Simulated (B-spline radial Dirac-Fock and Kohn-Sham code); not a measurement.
# Relativistic shifts of the levels of Dy³³⁺

System: the Dy³³⁺ ion, [Ar] 3d10 4s2 4p3.

Both columns are ΔSCF binding energies of the configuration average from an atomic code on a B-spline grid: non-relativistic Hartree-Fock with a point nucleus, and Dirac-Fock with a finite nucleus and the Coulomb interaction alone, averaged over the two j levels with weights 2j+1.

| shell | Hartree-Fock (eV) | Dirac-Fock (eV) | shift (eV) | shift (%) |
| --- | --- | --- | --- | --- |
| 1s | 51945.4 | 55372.9 | +3427.46 | +6.60 |
| 2s | 9517.1 | 10412.6 | +895.41 | +9.41 |
| 3s | 3101.9 | 3325.3 | +223.41 | +7.20 |
| 3d | 2597.6 | 2588.3 | -9.32 | -0.36 |
| 4s | 1432.7 | 1505.2 | +72.48 | +5.06 |
| 4p | 1360.1 | 1389.2 | +29.13 | +2.14 |

Relativity binds 1s, 2s, 3s, 4s, 4p more strongly, among those listed most of all 2s in relative terms, and 3d more weakly, because the contracted s and p shells screen the nucleus better.

Values without a named source are computed, but for edge energies of neutral atoms, which are taken from tables.
